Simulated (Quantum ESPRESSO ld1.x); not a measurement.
Results of a calculation; reference values are marked as such.
Problem. All-electron atom: Tc4+ in [Ar] 3d10 4s2 4p5 4d3 4f1 (not the ground configuration). Level of theory: scalar-relativistic Kohn-Sham, PBEsol, spin-unpolarised, spherical densities, point nucleus (ld1.x of Quantum ESPRESSO 7.5). Some entries of the table are withheld. Estimate them.

| orbital | occ. | eigenvalue (hartree) | <r^2> (bohr^2) | r(max) (bohr) |
|---|---|---|---|---|
| 1s | 2 | -768.607 | 0.001588 | 0.022 |
| 2s | 2 | -111.495 | 0.02640 | (1) |
| 2p | 6 | -100.034 | 0.02077 | (2) |
| 3s | 2 | -21.1334 | 0.1975 | 0.373 |
| 3p | 6 | -17.3708 | 0.2014 | 0.364 |
| 3d | 10 | -11.2795 | 0.1902 | 0.311 |
| 4s | 2 | -4.63729 | 1.204 | 0.937 |
| 4p | 5 | -3.56982 | 1.436 | (3) |
| 4d | 3 | -2.00667 | 2.224 | 1.18 |
| 4f | 1 | -0.76578 | 8.112 | 2.17 |

Solution. 
(1) 2s r(max) (bohr): 0.126
(2) 2p r(max) (bohr): 0.101
(3) 4p r(max) (bohr): 1.01
